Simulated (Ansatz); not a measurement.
The same ligand exchange along the group B, Al, Ga, In.

Gas-phase electronic energies from Ansatz, PBE0-D4/def2-TZVP geometries. CCSD(T)/CBS is the MP2 limit (def2-TZVPP, def2-QZVPP) plus CCSD(T) − MP2 in def2-TZVPP, frozen cores. This one scheme is used for every species. Functionals use def2-TZVPP. def2 core potentials past Kr. For Ga, In outer-core shells are correlated without core-valence functions, which leaves a few kJ/mol of doubt a bond. Scalar relativity is left out up to krypton.

```json
{"reaction": "`BO[SiH3]` + `[SiH3]N[SiH3]` → `BN([SiH3])[SiH3]` + `O[SiH3]`", "CCSD(T)/def2-SVP (eV)": "0.20", "CCSD/CBS(def2) (eV)": "0.15", "ωB97M-V (eV)": "0.14", "CCSD(T)/CBS(def2) (eV)": "0.13"}
{"reaction": "`[AlH2][O][SiH3]` + `[SiH3]N[SiH3]` → `[AlH2][N]([SiH3])[SiH3]` + `O[SiH3]`", "CCSD(T)/def2-SVP (eV)": "0.60", "CCSD/CBS(def2) (eV)": "0.62", "ωB97M-V (eV)": "0.59", "CCSD(T)/CBS(def2) (eV)": "0.58"}
{"reaction": "`[SiH3][O][GaH2]` + `[SiH3]N[SiH3]` → `[SiH3][N]([SiH3])[GaH2]` + `O[SiH3]`", "CCSD(T)/def2-SVP (eV)": "0.27", "CCSD/CBS(def2) (eV)": "0.21", "ωB97M-V (eV)": "0.24", "CCSD(T)/CBS(def2) (eV)": "0.17"}
{"reaction": "`[SiH3][O][InH2]` + `[SiH3]N[SiH3]` → `[SiH3][N]([SiH3])[InH2]` + `O[SiH3]`", "CCSD(T)/def2-SVP (eV)": "0.23", "CCSD/CBS(def2) (eV)": "0.20", "ωB97M-V (eV)": "0.22", "CCSD(T)/CBS(def2) (eV)": "0.16"}
```

Largest T1 diagnostic: 0.015, for `[SiH3][O][InH2]`.
